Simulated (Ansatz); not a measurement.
Geometry optimisation of the cluster Fe2O2⁺.

```yaml
crystal:
  periodic: [false, false, false]
  atoms:
    - {symbol: Fe, position_ang: [-1.347960, -0.017410, 0.059107]}
    - {symbol: Fe, position_ang: [1.208401, 0.015596, -0.052983]}
    - {symbol: O, position_ang: [0.056974, 1.248157, 0.071847]}
    - {symbol: O, position_ang: [0.082576, -1.246353, -0.077971]}
basis:
  gaussian: {orbitals: def2-SVP}
total_charge: 1
magnetization: {spin_polarized: true, initial_magnetization: 5}
hamiltonian: {xc: pbe0, dispersion: d4}
scf: {omitted_lower_state_checks: [starts]}
output: {orbitals: {seedname: orbitals}}
relax: {f_tol: 0.02, max_steps: 100}
```

```sh
$ ansatz run in.yaml --threads 4 --pin off --events-out ev --progress --plain --max-ram 3916MiB
```

Output, abridged:

```
Functional definition: PBE0
mean field -72831.31985297 eV, -2676.5016377550 hartree, gradient 2.1e-7 eV, S^2 9.642020; 0 other end points of the search recorded, 0 dependent functions left out
relax step   1: F+E_penalty+E_count = -72831.40264430 eV  Δ(F+E_penalty+E_count) = +0.000e0 eV  max|allowed force component| = 6.667e-1 eV/Å  Δτ_max = 0.0000 Å  (449 SCF iters, accepted)
mean field -72831.33512869 eV, -2676.5021991272 hartree, gradient 1.8e-7 eV, S^2 9.630580; 0 other end points of the search recorded, 0 dependent functions left out
relax step   2: F+E_penalty+E_count = -72831.41800119 eV  Δ(F+E_penalty+E_count) = -1.536e-2 eV  max|allowed force component| = 4.403e-1 eV/Å  Δτ_max = 0.0128 Å  (286 SCF iters, accepted)
mean field -72831.34486753 eV, -2676.5025570230 hartree, gradient 2.9e-7 eV, S^2 9.624659; 0 other end points of the search recorded, 0 dependent functions left out
relax step   3: F+E_penalty+E_count = -72831.42781990 eV  Δ(F+E_penalty+E_count) = -9.819e-3 eV  max|allowed force component| = 2.790e-2 eV/Å  Δτ_max = 0.0183 Å  (293 SCF iters, accepted)
mean field -72831.34494700 eV, -2676.5025599435 hartree, gradient 2.3e-7 eV, S^2 9.625838; 0 other end points of the search recorded, 0 dependent functions left out
relax step   4: F+E_penalty+E_count = -72831.42788945 eV  Δ(F+E_penalty+E_count) = -6.954e-5 eV  max|allowed force component| = 7.739e-3 eV/Å  Δτ_max = 0.0018 Å  (223 SCF iters, accepted)
mean field -72831.34496148 eV, -2676.5025604757 hartree, gradient 1.8e-7 eV, S^2 9.626100; 0 other end points of the search recorded, 0 dependent functions left out
relax step   5: F+E_penalty+E_count = -72831.42790130 eV  Δ(F+E_penalty+E_count) = -1.185e-5 eV  max|allowed force component| = 2.006e-3 eV/Å  Δτ_max = 0.0008 Å  (273 SCF iters, accepted)
mean field -72831.34496217 eV, -2676.5025605010 hartree, gradient 1.9e-7 eV, S^2 9.626244; 0 other end points of the search recorded, 0 dependent functions left out
relax step   6: F+E_penalty+E_count = -72831.42790145 eV  Δ(F+E_penalty+E_count) = -1.550e-7 eV  max|allowed force component| = 8.019e-4 eV/Å  Δτ_max = 0.0001 Å  (212 SCF iters, accepted)
mean field -72831.34496217 eV, -2676.5025605010 hartree, gradient 1.9e-7 eV, S^2 9.626244; 0 other end points of the search recorded, 0 dependent functions left out
Total energy: -72831.42797287 eV, -2676.5056110879 hartree
Atom 0 at    -1.328511    -0.024595     0.057807 Å, force     0.000291     0.000286     0.000009 eV/Å
Atom 1 at     1.224127     0.015388    -0.053702 Å, force    -0.000581     0.000499     0.000061 eV/Å
Atom 2 at     0.043767     1.234564     0.071630 Å, force     0.000231    -0.000802    -0.000063 eV/Å
Atom 3 at     0.060607    -1.225368    -0.075736 Å, force     0.000059     0.000016    -0.000007 eV/Å
Dipole moment:    -0.095343    -0.069010     0.000136 e Å
Checks for a lower state left out: starts
```

Run time 31 s (4 threads of AMD EPYC 9R45 on a shared host).

The charge 1 sextet is spin-contaminated (final ⟨S²⟩ up to 9.63, 8.75 for a pure state). At PBE0-D4/def2-SVP a doublet of charge 1 lies 1.21 eV below the sextet, each at its own geometry. That doublet is doubtful there (⟨S²⟩ 3.83, where a pure state has 0.75). The structure comes from a short search, and lower isomers may exist.
